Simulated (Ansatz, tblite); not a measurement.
Cost and result up the ladder for Al2Ga (3 atoms). Total charge 0; doublet. Geometry: B3LYP-D4/def2-TZVP.

```xyz
3

Al   -0.1896   -1.3094   -0.6482
Al   -0.7522    0.3686    1.2115
Ga    0.9418    0.9407   -0.5634
```

Ansatz on 4 threads of Arm Neoverse V2 on a shared host; xTB runs through tblite on one thread. Times are rough, summed over both states, and most runs start from the orbitals of an earlier one. RPA@PBE/def2-TZVP serves as the yardstick here, not as an exact answer. The other state is a quartet at its own geometry, which has other bonds, so the gap mixes isomer and spin.

The xTB rows come from tblite. HSE06 is defined as in plane-wave codes, on full-range PBE exchange. Correlated methods freeze 19 core orbitals; core or outer-core shells of Ga are correlated, in sets that lack core-valence functions. The structure comes from a short search, and lower isomers may exist.

Run but left out: HF/STO-3G, HF/def2-TZVP, HF/def2-TZVPP, MP2/def2-TZVP, MP2/def2-TZVPP, CCSD/def2-TZVPP, CCSD(T)/def2-TZVPP (doublet: ⟨S²⟩ 1.85 to 2.06, where a pure state has 0.75).

Correlated methods converge slowly with the basis.

xTB has no spin-polarisation term.

```
                          level  functions  wall time  quartet − doublet (eV)  difference from RPA@PBE/def2-TZVP (eV)                                  remarks
                       GFN1-xTB         27    0.004 s                    1.19                                    0.98                                        –
                       GFN2-xTB         27    0.007 s                    0.42                                    0.20                                        –
          LDA (SPW92)/def2-TZVP        122      1.5 s                    0.36                                    0.14                                        –
               PBE-D4/def2-TZVP        122        4 s                    0.16                                   -0.06                                        –
              RPA@PBE/def2-TZVP        122      4.7 s                    0.22                                    0.00                                        –
             HSE06-D4/def2-TZVP        122      8.2 s                    0.08                                   -0.14                                        –
             BHLYP-D4/def2-TZVP        122       16 s                   -0.06                                   -0.28  spin-contaminated (⟨S²⟩ 0.86) (doublet)
               B97M-V/def2-TZVP        122       23 s                    0.25                                    0.03                                        –
PBE0-D4/def2-TZVP (with forces)        122       25 s                    0.08                                   -0.14                                        –
```
